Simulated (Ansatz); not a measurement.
Ansatz (a program for electronic structure) input:

Ansatz 0.2 input:
```yaml
crystal:
  periodic: [false, false, false]
  atoms:
    - {symbol: C, position_ang: [-1.80894922, 0.16351706, 0.06091893]}
    - {symbol: C, position_ang: [-1.15059015, -1.20961015, 0.14875216]}
    - {symbol: C, position_ang: [0.25809020, -1.09182043, 0.72086830]}
    - {symbol: C, position_ang: [1.11768283, -0.15237508, -0.12585471]}
    - {symbol: C, position_ang: [0.44751725, 1.21913939, -0.21884212]}
    - {symbol: C, position_ang: [-0.96095405, 1.10190258, -0.79150914]}
    - {symbol: N, position_ang: [2.41949991, -0.00002738, 0.51081301]}
    - {symbol: H, position_ang: [-1.91115735, 0.58017911, 1.06517844]}
    - {symbol: H, position_ang: [-2.80881071, 0.07059596, -0.36852105]}
    - {symbol: H, position_ang: [-1.74910502, -1.87222139, 0.77726027]}
    - {symbol: H, position_ang: [-1.10057094, -1.65080229, -0.85003358]}
    - {symbol: H, position_ang: [0.72756077, -2.07763837, 0.76471038]}
    - {symbol: H, position_ang: [0.21784342, -0.69526153, 1.73664027]}
    - {symbol: H, position_ang: [1.19446383, -0.57406639, -1.14782177]}
    - {symbol: H, position_ang: [0.40965794, 1.64904293, 0.78332724]}
    - {symbol: H, position_ang: [1.05217046, 1.88024690, -0.84436471]}
    - {symbol: H, position_ang: [-0.90637171, 0.71330517, -1.81162865]}
    - {symbol: H, position_ang: [-1.42425822, 2.08980479, -0.83473813]}
    - {symbol: H, position_ang: [3.01162086, 0.61543017, -0.03689620]}
    - {symbol: H, position_ang: [2.88588557, -0.89798668, 0.58229362]}
basis:
  gaussian:
    orbitals: def2-TZVP
hamiltonian:
  xc: b3lyp
  dispersion: d3bj
relax: {f_tol: 0.002, max_steps: 150}
```

Question: Which total energy does the run end on?

Answer: -291.37010 Eh (B3LYP-D3(BJ)/def2-TZVP). The basis has 295 functions.
